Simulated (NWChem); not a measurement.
Species: CH3O2 cation; SMILES O=C[OH2+]

```xyz
6

O     -0.2757     1.2351    -0.0725
C      0.4625     0.3609    -0.0140
O     -0.1677    -1.0858     0.0368
H      1.5542     0.2066    -0.0011
H      0.3223    -1.8936     0.2929
H     -1.1415    -1.1597     0.1267
```
Atoms are numbered in this order, from 1.

Level: PBE0/def2-SVP (NWChem), optimised geometry, unscaled harmonic frequencies. 

Task: List the harmonic frequencies with IR intensities, and the thermochemistry.

Result: 
```tsv
frequency (cm⁻¹)	IR intensity (km/mol)
195	275.4
386	128.1
409	48.4
559	200.9
925	73.4
955	5.7
1279	0.4
1577	128.0
2091	249.4
3214	23.3
3633	281.6
3759	420.0
```

| Quantity | Value |
|---|---|
| zero-point energy | 27.1 kcal/mol |
| thermal correction to the enthalpy at 298.15 K (with zero-point energy) | 30.4 kcal/mol |
| heat capacity Cv | 13.0 cal/(mol K) |
| entropy at 298.15 K and 1 atm (symmetry number 1) | 64.0 cal/(mol K) |

Rigid rotor and harmonic oscillator.
